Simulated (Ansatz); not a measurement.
```yaml
crystal:
  periodic: [false, false, false]
  atoms:
    - {symbol: C, position_ang: [-2.147360, 0.422837, 1.388459]}
    - {symbol: S, position_ang: [-0.479993, 0.705990, 0.748957]}
    - {symbol: B, position_ang: [-0.236836, -0.689581, -0.359932]}
    - {symbol: O, position_ang: [0.918091, -0.841563, -1.045650]}
    - {symbol: Si, position_ang: [2.333851, 0.006358, -1.158906]}
    - {symbol: H, position_ang: [-2.569190, -0.472627, 0.934429]}
    - {symbol: H, position_ang: [-2.102199, 0.298162, 2.469514]}
    - {symbol: H, position_ang: [-2.772719, 1.282294, 1.150554]}
    - {symbol: H, position_ang: [-1.114349, -1.495716, -0.490656]}
    - {symbol: H, position_ang: [2.962841, 0.125287, 0.180422]}
    - {symbol: H, position_ang: [3.215508, -0.755288, -2.072471]}
    - {symbol: H, position_ang: [2.069357, 1.358647, -1.710817]}
basis:
  gaussian: {orbitals: aug-cc-pVTZ}
hamiltonian: {xc: {name: B3LYP5}, pseudopotentials: {relativity: scalar}}
output: {forces: true}
```

```sh
$ ansatz run in.yaml --threads 4 --pin off --events-out ev --progress --plain --max-ram 10444MiB
```

It prints (some lines left out):

```
Functional definition: B3LYP5
1791 factors; their error is unknown
mean field evaluation 1: about -22620.7580 eV, gradient 7.3e1 eV
mean field evaluation 2: about -22602.1898 eV, gradient 1.2e2 eV
mean field evaluation 4: about -22630.7846 eV, gradient 7.9e0 eV
mean field evaluation 8: about -22630.9200 eV, gradient 1.5e-1 eV
mean field evaluation 16: about -22630.9672 eV, gradient 3.0e-4 eV
mean field -22630.96715431 eV, -831.6727031006 hartree, gradient 4.2e-5 eV, S^2 0.000000; 0 other end points of the search recorded, 0 dependent functions left out
reference -22630.96751111 eV, -831.6727162124 hartree; 28, 28 occupied and 371, 371 virtual orbitals, 1791 factors
Total energy: -22630.96751111 eV, -831.6727162124 hartree
Relativity: scalar
Atom 0 at    -2.147360     0.422837     1.388459 Å, force    -0.434833    -0.051709     0.177851 eV/Å
Atom 1 at    -0.479993     0.705990     0.748957 Å, force     0.291237     0.199473    -0.005488 eV/Å
Atom 2 at    -0.236836    -0.689581    -0.359932 Å, force    -0.154612    -0.246382    -0.092671 eV/Å
Atom 3 at     0.918091    -0.841563    -1.045650 Å, force    -0.200770    -0.174203    -0.023458 eV/Å
Atom 4 at     2.333851     0.006358    -1.158906 Å, force     0.418212     0.188850    -0.076432 eV/Å
Atom 5 at    -2.569190    -0.472627     0.934429 Å, force     0.001602     0.073367     0.054386 eV/Å
Atom 6 at    -2.102199     0.298162     2.469514 Å, force    -0.023451     0.009948    -0.067824 eV/Å
Atom 7 at    -2.772719     1.282294     1.150554 Å, force     0.025419    -0.063382     0.028462 eV/Å
Atom 8 at    -1.114349    -1.495716    -0.490656 Å, force     0.100816     0.084273     0.008023 eV/Å
Atom 9 at     2.962841     0.125287     0.180422 Å, force    -0.014584    -0.004313    -0.060698 eV/Å
Atom 10 at     3.215508    -0.755288    -2.072471 Å, force    -0.030897     0.038468     0.039297 eV/Å
Atom 11 at     2.069357     1.358647    -1.710817 Å, force     0.021861    -0.054390     0.018551 eV/Å
Dipole moment:    -0.161192     0.039181     0.109771 e Å
```

It took 14 s on 4 threads of an Arm Neoverse V1 on a shared host, with 1.9 GiB of host memory at the peak.
